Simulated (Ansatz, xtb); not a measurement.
## C4H8B2S: which of two structures lies lower

We compare a, `CBSBC#CC`, a singlet, with b, a singlet given by its coordinates. Both are isolated molecules in the gas phase, relaxed with PBE-D3(BJ)/def2-SVP; the shapes shown needn't be the lowest conformers.

a (Å):

```json
{"atom": "C", "x (Å)": "0.2964", "y (Å)": "-1.9449", "z (Å)": "-1.6653"}
{"atom": "C", "x (Å)": "-0.5330", "y (Å)": "2.7162", "z (Å)": "-0.7049"}
{"atom": "C", "x (Å)": "-0.3551", "y (Å)": "3.0908", "z (Å)": "0.4586"}
{"atom": "C", "x (Å)": "-0.1490", "y (Å)": "3.5193", "z (Å)": "1.8294"}
{"atom": "B", "x (Å)": "0.0075", "y (Å)": "-0.4279", "z (Å)": "-1.4185"}
{"atom": "B", "x (Å)": "-0.7603", "y (Å)": "2.3100", "z (Å)": "-2.1345"}
{"atom": "S", "x (Å)": "-0.5323", "y (Å)": "0.6245", "z (Å)": "-2.8044"}
{"atom": "H", "x (Å)": "-0.3389", "y (Å)": "-2.5529", "z (Å)": "-0.9825"}
{"atom": "H", "x (Å)": "1.3397", "y (Å)": "-2.1725", "z (Å)": "-1.3502"}
{"atom": "H", "x (Å)": "0.1506", "y (Å)": "-2.3035", "z (Å)": "-2.7025"}
{"atom": "H", "x (Å)": "0.1320", "y (Å)": "0.0785", "z (Å)": "-0.3213"}
{"atom": "H", "x (Å)": "-1.1250", "y (Å)": "3.1194", "z (Å)": "-2.9660"}
{"atom": "H", "x (Å)": "-1.1091", "y (Å)": "3.4963", "z (Å)": "2.3881"}
{"atom": "H", "x (Å)": "0.2353", "y (Å)": "4.5597", "z (Å)": "1.8796"}
{"atom": "H", "x (Å)": "0.5632", "y (Å)": "2.8576", "z (Å)": "2.3656"}
```

b (Å):

```xyz
15

C    -1.4990    1.6565   -0.3125
C    -2.6960   -0.7834    0.0738
C     0.0669   -0.2729    0.1895
C    -0.1494    1.0576   -0.1481
B    -1.0982    1.6293    1.2701
B    -2.7234    0.8101   -0.0379
S    -1.0518   -1.5732    0.3178
H    -1.5522    0.7680    2.0027
H    -0.5961    2.6145    1.7724
H    -1.5239    2.6724   -0.7298
H    -3.8260    1.3297    0.0132
H    -3.3376   -1.1647    0.8937
H    -3.1227   -1.1832   -0.8726
H     1.1000   -0.6139    0.3763
H     0.7449    1.6804   -0.2990
```

Close contacts (Å): C1–C4 1.49, C1–B5 1.63, C1–B6 1.51, C2–B6 1.60, C2–S7 1.84, C3–C4 1.39, C3–S7 1.72, C4–B5 1.80, C1–H10 1.10, C2–H12 1.11, C2–H13 1.11, C3–H14 1.10, C4–H15 1.10, B5–H8 1.22, B5–H9 1.21, B6–H11 1.22.

Task: Which of the two would you expect CCSD(T)/def2-SVP + ΔMP2/def2-TZVPP electronic energies to favour?

Result: Structure a; the calculation gives E(b) − E(a) = +21.4 kcal/mol.

The same difference at several levels:

| level | geometry | E(b) − E(a) (kcal/mol) | departure from the last row (kcal/mol) | job, with rough time for the two |
| --- | --- | --- | --- | --- |
| GFN2-xTB | GFN2-xTB | +12.4 | −9.0 | optimisation, 0.44 s |
| HF/STO-3G | GFN2-xTB | +24.3 | +2.9 | single point, 0.36 s |
| r2SCAN-D4/def2-SVP | GFN2-xTB | +18.0 | −3.4 | single point, 3.6 s |
| PBE-D3(BJ)/def2-SVP | PBE-D3(BJ)/def2-SVP | +14.3 | −7.1 | optimisation, 36 s |
| HF/def2-SVP | PBE-D3(BJ)/def2-SVP | +41.4 | +20.1 | part of the CCSD(T) run |
| MP2/def2-SVP | PBE-D3(BJ)/def2-SVP | +23.9 | +2.5 | part of the CCSD(T) run |
| CCSD(T)/def2-SVP | PBE-D3(BJ)/def2-SVP | +25.5 | +4.1 | single point |
| CCSD(T)/def2-SVP + ΔMP2/def2-TZVPP | PBE-D3(BJ)/def2-SVP | +21.4 |  | single point, 60 s |

None of the levels shown reverses the order. The largest departure from CCSD(T)/def2-SVP + ΔMP2/def2-TZVPP is that of HF/def2-SVP, 20.1 kcal/mol. The last row adds to CCSD(T) the change of the MP2 difference between the two basis sets, here −4.1 kcal/mol, a large step that makes the value less sure.

With thermal terms from frequencies at re-optimised GFN2-xTB minima (ideal gas, soft modes damped towards free rotors, one conformer each, 298.15 K, 1 atm): on the last row, ΔE + ΔZPE = +22.4, ΔH = +20.4, ΔG = +26.0 kcal/mol.

The correlated steps freeze 11 core orbitals. Codes used: Ansatz 0.2.0, xtb 6.7.1; the last row on 4 threads of Arm Neoverse V1 on a shared host.
